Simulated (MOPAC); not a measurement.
Input file for MOPAC: PM7 on H6OSi (a complex), monomers drawn apart or pushed together.

```
PM7 1SCF PRECISE CHARGE=0 THREADS=1
H6OSi

O      0.46462237 1     0.31230193 1     0.34750096 1
H      0.07303512 1    -0.46952391 1    -0.05624283 1
H     -0.11752488 1     1.04178970 1     0.10951450 1
Si    -0.68760742 1    -0.43695217 1     5.81616646 1
H     -1.07609826 1    -1.65181302 1     5.06561675 1
H     -1.04987383 1    -0.64179061 1     7.24148181 1
H     -1.44265018 1     0.73339353 1     5.31557346 1
H      0.76684689 1    -0.20337231 1     5.72229538 1
```

The log:

```
*******************************************************************************
 **                                                                           **
 **                              MOPAC v23.2.5                                **
 **                                                                           **
 *******************************************************************************
 ** MOPAC's Digital Object Identifier: https://doi.org/10.5281/zenodo.6511958 **
 **                                                                           **
 ** Please cite the open-source release paper for use of this MOPAC version:  **
 ** J. E. Moussa and J. J. P. Stewart (2026)                                  **
 ** MOPAC: An open-source semiempirical molecular orbital program             **
 ** J. Open Source Softw., 11(119), 8025, https://doi.org/10.21105/joss.08025 **
 *******************************************************************************

                              PM7 CALCULATION RESULTS

 *******************************************************************************
 *  PM7        - The PM7 Hamiltonian to be used
 *
 *
 *
 *                 CHARGE ON SYSTEM = 0
 *
 *
 *
 *  PRECISE    - TIGHTER CRITERIA TO BE USED
 *  1SCF       - DO 1 SCF AND THEN STOP
 *  THREADS=1  - MULTI-THREADING NOT USED
 *  T=         - A TIME OF 172800.0 SECONDS REQUESTED
 *  DUMP=N     - RESTART FILE WRITTEN EVERY 7200.0 SECONDS REQUESTED
 *******************************************************************************
PM7 1SCF PRECISE CHARGE=0 THREADS=1
 H6OSi

   ATOM   CHEMICAL          X               Y               Z
  NUMBER   SYMBOL      (ANGSTROMS)     (ANGSTROMS)     (ANGSTROMS)

     1       O          0.46462237  *   0.31230193  *   0.34750096  *
     2       H          0.07303512  *  -0.46952391  *  -0.05624283  *
     3       H         -0.11752488  *   1.04178970  *   0.10951450  *
     4      Si         -0.68760742  *  -0.43695217  *   5.81616646  *
     5       H         -1.07609826  *  -1.65181302  *   5.06561675  *
     6       H         -1.04987383  *  -0.64179061  *   7.24148181  *
     7       H         -1.44265018  *   0.73339353  *   5.31557346  *
     8       H          0.76684689  *  -0.20337231  *   5.72229538  *



          CARTESIAN COORDINATES

    NO.       ATOM           X           Y           Z

     1         O          0.4646      0.3123      0.3475
     2         H          0.0730     -0.4695     -0.0562
     3         H         -0.1175      1.0418      0.1095
     4        Si         -0.6876     -0.4370      5.8162
     5         H         -1.0761     -1.6518      5.0656
     6         H         -1.0499     -0.6418      7.2415
     7         H         -1.4427      0.7334      5.3156
     8         H          0.7668     -0.2034      5.7223

 General Reference for PM7:
 "Optimization of Parameters for Semiempirical Methods VI: More Modifications to the
 NDDO Approximations and Re-optimization of Parameters", J. J. P. Stewart, J. Mol. Mod., 1:32, 19 (2013)
 https://link.springer.com/article/10.1007/s00894-012-1667-x

           Empirical Formula: H6 O Si  =     8 atoms



      MOLECULAR POINT GROUP   :   Cs


      RHF CALCULATION, NO. OF DOUBLY OCCUPIED LEVELS = 8


 -------------------------------------------------------------------------------
 PM7 1SCF PRECISE CHARGE=0 THREADS=1
 H6OSi



     1SCF WAS SPECIFIED, SO BFGS WAS NOT USED
     SCF FIELD WAS ACHIEVED


                              PM7 CALCULATION
                                                       MOPAC v23.2.5 Linux




          FINAL HEAT OF FORMATION =        -44.23006 KCAL/MOL =    -185.05856 KJ/MOL


          COSMO AREA              =        123.70 SQUARE ANGSTROMS
          COSMO VOLUME            =         95.83 CUBIC ANGSTROMS

          IONIZATION POTENTIAL    =         12.073823 EV
          HOMO LUMO ENERGIES (EV) =        -12.074  2.489
          NO. OF FILLED LEVELS    =          8
          MOLECULAR WEIGHT        =         50.1323         POINT GROUP:  Cs

          MOLECULAR DIMENSIONS (Angstroms)

            Atom       Atom       Distance
            H     6    H     3     7.38706
            H     2    H     7     2.56036
            H     5    H     8     2.28902


          SCF CALCULATIONS        =          1





   ATOM   CHEMICAL          X               Y               Z
  NUMBER   SYMBOL      (ANGSTROMS)     (ANGSTROMS)     (ANGSTROMS)

     1       O          0.46462237  *   0.31230193  *   0.34750096  *
     2       H          0.07303512  *  -0.46952391  *  -0.05624283  *
     3       H         -0.11752488  *   1.04178970  *   0.10951450  *
     4      Si         -0.68760742  *  -0.43695217  *   5.81616646  *
     5       H         -1.07609826  *  -1.65181302  *   5.06561675  *
     6       H         -1.04987383  *  -0.64179061  *   7.24148181  *
     7       H         -1.44265018  *   0.73339353  *   5.31557346  *
     8       H          0.76684689  *  -0.20337231  *   5.72229538  *

                             CARTESIAN COORDINATES

   1    O        0.464622370     0.312301930     0.347500960
   2    H        0.073035120    -0.469523910    -0.056242830
   3    H       -0.117524880     1.041789700     0.109514500
   4   Si       -0.687607420    -0.436952170     5.816166460
   5    H       -1.076098260    -1.651813020     5.065616750
   6    H       -1.049873830    -0.641790610     7.241481810
   7    H       -1.442650180     0.733393530     5.315573460
   8    H        0.766846890    -0.203372310     5.722295380


           Empirical Formula: H6 O Si  =     8 atoms



      MOLECULAR POINT GROUP   :   Cs


                  EIGENVALUES
 -29.45255 -18.53615 -17.75330 -14.20447 -12.44440 -12.41638 -12.32249 -12.07382
   2.48856   2.57689   2.62911   3.98907   6.29199   8.17071  20.50997  20.51189
  21.33525  21.34320  21.36427


              NET ATOMIC CHARGES AND DIPOLE CONTRIBUTIONS

  ATOM NO.   TYPE          CHARGE      No. of ELECS.   s-Pop       p-Pop       d-Pop
    1          O          -0.649054        6.6491     1.81904     4.83001
    2          H           0.324524        0.6755     0.67548
    3          H           0.324531        0.6755     0.67547
    4         Si          -0.017768        4.0178     0.93828     2.98540     0.09409
    5          H           0.003000        0.9970     0.99700
    6          H           0.004401        0.9956     0.99560
    7          H           0.002849        0.9972     0.99715
    8          H           0.007517        0.9925     0.99248
 DIPOLE           X         Y         Z       TOTAL
 POINT-CHG.    -1.489    -0.079    -0.991     1.790
 HYBRID        -0.239    -0.002    -0.252     0.347
 SUM           -1.728    -0.081    -1.243     2.130


          ATOMIC ORBITAL ELECTRON POPULATIONS

     Atom    s        px        py        pz      x^2-y^2     xz        z^2       yz        xy
    1  O   1.81904   1.62809   1.36670   1.83522
    2  H   0.67548
    3  H   0.67547
    4 Si   0.93828   0.99823   0.99416   0.99302   0.02449   0.00750   0.02715   0.01844   0.01650
    5  H   0.99700
    6  H   0.99560
    7  H   0.99715
    8  H   0.99248

 **********************
 *                    *
 * JOB ENDED NORMALLY *
 *                    *
 **********************




 == MOPAC DONE ==
```

The run finished.

Cost: roughly 0.020 core-seconds.
